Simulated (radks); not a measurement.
Initial-state core-level shifts of the hafnium ion Hf+ when its valence configuration changes from [Xe] 4f14 5d1 6s2. Method: non-relativistic Kohn-Sham, BLYP, spin-polarised, spherical densities, point nucleus; open shells are filled with parallel spins first (spin-orbit coupling, left out, can overturn this in heavy ions); relativity is left out, which matters for an element this heavy; computed with a radial shooting solver on a logarithmic mesh with Libxc functionals. Shifts are changes of the shell-averaged eigenvalues in eV (positive: less bound); the change of the density at the nucleus, which sets a Mossbauer isomer shift, is in e/bohr^3, on a base of 2.67e+05.

| valence | 1s | 3s | 4s | 4p | density at nucleus |
|---|---|---|---|---|---|
| 4f13.5 5d1.5 6s2 | -4.647 | -5.585 | -4.991 | -4.940 | +7.59 |
| 4f12.5 5d1.5 6s2 6p1 | -19.166 | -22.207 | -20.136 | -19.976 | +30.19 |
| 4f14 5d2 6s1 | +3.173 | +3.213 | +3.220 | +3.222 | -15.17 |
| 4f13.5 5d2 6s1 6p0.5 | -3.451 | -4.370 | -3.777 | -3.726 | -6.44 |
| 4f13 5d1 6s2 6p1 | -14.155 | -16.132 | -14.844 | -14.742 | +21.98 |
| 4f14 5d3 | +5.897 | +5.986 | +6.004 | +6.008 | -28.53 |
| 4f14 6s2 6p1 | -4.525 | -4.555 | -4.563 | -4.566 | +6.17 |
| 4f12.5 5d2.5 6s1 6p1 | -15.288 | -18.294 | -16.242 | -16.081 | +10.69 |
| 4f13 5d2 6s1 6p1 | -10.393 | -12.336 | -11.060 | -10.956 | +2.88 |
